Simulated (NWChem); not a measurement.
Species: GaHF$_{2}$; SMILES [F][GaH][F]

Task: Give the equilibrium geometry at B3LYP/6-31G* (spherical d) (NWChem) as a Z-matrix, with the point group.

Result: point group C2v; any orientation.
```
Ga
F 1 1.7475
F 1 1.7475 2 112.67
H 1 1.5501 2 123.67 3 180.00
```
